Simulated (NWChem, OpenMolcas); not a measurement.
## The same job for NWChem

This OpenMolcas 26.06 job computes B2H4F2 (diborane 1,2-di F):

run.input:
```
&GATEWAY
BasLib = $CurrDir
Coord
8
bohr
B      1.70128264     0.25624686     0.41676020
F      2.98075950    -1.64498769     1.46427318
H      2.77508171     2.17193782     0.12217079
H     -0.52800838     0.65170985     1.64787898
B     -1.70389046    -0.13197847    -0.45982706
F     -2.87920562    -2.33020239    -0.09185959
H     -2.86886882     1.50645187    -1.39166991
H      0.52284942    -0.47915896    -1.70772660
Basis = STO-3G
Group = NoSym
&SEWARD
&SCF
Thresholds = 1e-10 1e-07 1e-07 1e-05
PrOrbitals = 0
&ALASKA
```

```bash
$ export MOLCAS_MEM=1860
$ pymolcas run.input > run.log
```

(Basis files named in the input come from the Basis Set Exchange and aren't shown.)

The shape is that of a GFN2-xTB optimisation.

The shape isn't stationary at this level (largest force 1.7 eV/Å).

It gives a total energy of -247.168955 Eh.

Q: Write the same calculation for NWChem 7.3.0 as an input file of the program's own.

A: This input was run:

b2f2h4.nw:
```
start b2f2h4
memory stack 880 mb heap 220 mb global 1100 mb
charge 0
geometry units bohr noautosym nocenter noautoz
   B      1.70128264     0.25624686     0.41676020
   F      2.98075950    -1.64498769     1.46427318
   H      2.77508171     2.17193782     0.12217079
   H     -0.52800838     0.65170985     1.64787898
   B     -1.70389046    -0.13197847    -0.45982706
   F     -2.87920562    -2.33020239    -0.09185959
   H     -2.86886882     1.50645187    -1.39166991
   H      0.52284942    -0.47915896    -1.70772660
end
basis spherical bse
   * library STO-3G
end
scf
   thresh 1e-08
   maxiter 80
   print low
end
task scf gradient
```

```bash
$ nwchem b2f2h4.nw > b2f2h4.out
```

Its energy is -247.168955 Eh, the same as the first but for the last digit, at most.
